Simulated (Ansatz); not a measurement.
C2H7BO3, SMILES `COB(O)OC`. Charge 0, multiplicity 1.

Z-matrix (Å, degrees):
```
C
O 1 1.413
H 1 1.090 2 107.6
H 1 1.093 2 111.2 3 119.5
H 1 1.093 2 111.2 3 -119.5
B 2 1.360 1 120.1 3 -180.0
O 6 1.363 2 120.7 1 -179.0
O 6 1.368 2 120.2 1 0.7
C 7 1.412 6 121.6 2 -1.0
H 8 0.960 6 111.4 2 -180.0
H 9 1.091 7 108.3 6 141.7
H 9 1.092 7 111.7 6 21.2
H 9 1.094 7 110.0 6 -99.7
```

Question: List the harmonic frequencies (cm⁻¹, unscaled) at PBE0-D4/def2-TZVP in Ansatz. (An estimate is asked.)

Answer: The calculation gave: 38i, 64, 127, 173, 193, 268, 451, 520, 541, 679, 793, 975, 1115, 1153, 1185, 1188, 1206, 1226, 1415, 1423, 1489, 1493, 1496, 1499, 1506, 1537, 3043, 3044, 3112, 3114, 3135, 3139, 3902.
